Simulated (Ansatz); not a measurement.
## How basis sets differ on SiHBrF2 (SMILES F[SiH](F)Br)

SiHBrF2: 5 atoms, total charge 0, spin state singlet. As SMILES, `F[SiH](F)Br`. The coordinates come from a PBE0-D4/def2-TZVP relaxation.

```jsonl
{"atom": "F", "x (Å)": "-0.2249", "y (Å)": "-0.3963", "z (Å)": "1.5319"}
{"atom": "Si", "x (Å)": "0.1242", "y (Å)": "0.0025", "z (Å)": "0.0458"}
{"atom": "F", "x (Å)": "0.2102", "y (Å)": "1.5767", "z (Å)": "-0.0172"}
{"atom": "Br", "x (Å)": "-1.4768", "y (Å)": "-0.6789", "z (Å)": "-1.2719"}
{"atom": "H", "x (Å)": "1.4172", "y (Å)": "-0.5777", "z (Å)": "-0.3300"}
```

Each level gives the HOMO–LUMO gap (eV). The values are calculated.

```csv
level,kind,program,value (eV),CPU time
HF/STO-3G,Hartree–Fock,Ansatz,18.12,0.57 s
HF/3-21G,Hartree–Fock,Ansatz,16.32,0.78 s
HF/def2-SVP,Hartree–Fock,Ansatz,16.82,1.9 s
HF/cc-pVTZ,Hartree–Fock,Ansatz,16.02,9.4 s
HF/pcseg-2,Hartree–Fock,Ansatz,15.62,9.4 s
HF/def2-TZVP,Hartree–Fock,Ansatz,15.91,8.4 s
```

All-electron rows without a relativistic Hamiltonian named are non-relativistic. The values span 15.62 to 18.12 eV. A Hartree–Fock LUMO above zero doesn't converge with the basis: it sinks as sets grow more diffuse. Orbital gaps aren't excitation energies. Times are those of the runs behind each value, whatever else they computed, on shared processors of several kinds: orders of magnitude only.
